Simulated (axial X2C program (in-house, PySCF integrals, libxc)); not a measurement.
**Potential curves of AlMo, 2c**

All values were computed with an axial X2C code built on PySCF integrals. Two-component (2c) means X2C with spin–orbit coupling and atomic mean-field two-electron Coulomb and Gaunt terms. Basis: Mo dyall-cv3z [11s12p9d5f3g], Al dyall-v3z [8s8p2d1f] (cores contracted in-house); Gaussian nuclei, density fitting, unrestricted open shells. Masses: Mo 97.905 u, Al 26.982 u.

State: Ω = 5/2 (⟨Sz⟩ = 2.50, ⟨Lz⟩ = 0.00 at HF). Energies in eV from the fragments at the same level (Mo + Al). Fits are polynomials in 1 − R0/R over 0.85 to 1.23 times the lowest point R0.

| R (Å) | CCSD | PBE |
| --- | --- | --- |
| 2.3899 |  | -1.2419 |
| 2.4998 | -0.8019 | -1.4284 |
| 2.5822 | -0.9140 | -1.5010 |
| 2.6646 | -0.9787 | -1.5303 |
| 2.7470 | -1.0074 | -1.5271 |
| 2.8431 | -1.0066 | -1.4932 |
| 2.9393 | -0.9794 | -1.4357 |
| 3.0629 | -0.9189 | -1.3399 |
| 3.2140 |  | -1.2041 |
| 3.4337 |  | -0.9965 |

Correlated methods: 9 electrons correlated (number of frozen shells: Mo 4 s, 3 p, 1 d; Al 2 s, 1 p), 265 virtual spin orbitals or spinors in MP2, 90 natural virtuals in coupled cluster.

Occupations by symmetry block were frozen at the best pattern of an incomplete PBE0 search. De is counted from the lowest determinant-based energies of the atoms at the same level, without counterpoise correction. Density functionals use the spin component along the axis (collinear). CCSD ran in a truncated set of natural virtual spinors with an MP2 remainder; without triples it tends to underbind. A 2c atom that is not at its ground J level misses part of its spin–orbit lowering, and De is too large by that part (0.04 eV or less for light atoms). This holds for PBE. PBE0 can misorder states that lie within some tenths of an eV, so this need not be the ground state of the molecule. The nearest other 2c determinant of the search, Ω = 7/2, lies 0.37 eV up at the distance of the search. Without a current term, density functionals place determinants with orbital angular momentum somewhat too high. With several unpaired electrons one determinant need not be a pure state. This is the top spin component of a Σ state; components of lower Ω are not single determinants and can lie lower. The determinant is spin-polarised beyond a pure state at some levels (its spin-free form has ⟨S²⟩ too high), which makes Re and μ there less reliable. The T1 diagnostic is large, a sign of multireference character. With the outer-core shells frozen, correlated bond lengths of heavy atoms tend to come out a few hundredths of an ångström too long. Coupled cluster ran on the points near the minimum only. MP2 and coupled cluster on one determinant become unreliable at the stretched end.

Q: Fit the CCSD curve near its minimum: give the equilibrium distance, the harmonic wavenumber and the well depth.

A: At CCSD, 2c: Re = 2.791 Å, ωe ≈ 210 cm⁻¹, De = 1.01 eV to Mo + Al; Be follows as 0.102 cm⁻¹.

Q: What are Re, ωe and De at the PBE level?

A: At PBE, 2c: Re = 2.696 Å, ωe ≈ 235 cm⁻¹, De = 1.53 eV to Mo + Al; Be follows as 0.11 cm⁻¹.
